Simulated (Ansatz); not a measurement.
C$_{2}$H$_{7}$ClO$_{2}$Sn, SMILES `C[O][SnH]([Cl])[O]C`, relaxed with RKS PBE0-D4/def2-TZVP in the Gaussian-basis code of Ansatz from a GFN2-xTB geometry. The force threshold is 0.005 eV/Å; the program also tests the step.

The species carries charge 0 and has multiplicity 1. Sn: def2 effective core potential.

Start:

```xyz
13

C     1.959    0.754   -1.464
O     0.961   -0.051   -0.891
Sn    0.494   -0.152    1.053
Cl    0.168    2.040    1.662
O    -1.205   -1.125    1.180
C    -2.381   -0.844    0.464
H     2.961    0.396   -1.221
H     1.872    1.801   -1.164
H     1.812    0.685   -2.542
H     1.477   -1.131    2.056
H    -2.781    0.144    0.707
H    -2.232   -0.917   -0.615
H    -3.104   -1.600    0.775
```

(1) By how much does the energy fall, and how many steps does the optimiser take? (An estimate is asked.)

(2) Which bonds change most? (Estimate.)

(3) Give the relaxed structure. (Best estimate.)

Answers

(1) Computed: 11.98 kJ/mol, in 12 steps.

(2) Ansatz gave: O2–Sn3 from 2.002 to 1.946 Å; Sn3–Cl4 from 2.299 to 2.327 Å; Sn3–O5 from 1.963 to 1.936 Å; Sn3–H10 from 1.711 to 1.692 Å.

(3) The calculation gave: 
```xyz
13

C     1.778    0.699   -1.408
O     0.995   -0.308   -0.807
Sn    0.532   -0.291    1.083
Cl    0.249    1.949    1.643
O    -1.178   -1.193    1.186
C    -2.264   -0.753    0.395
H     2.834    0.626   -1.119
H     1.424    1.707   -1.165
H     1.713    0.567   -2.491
H     1.631   -1.059    2.114
H    -2.580    0.262    0.663
H    -2.031   -0.776   -0.675
H    -3.102   -1.431    0.580
```
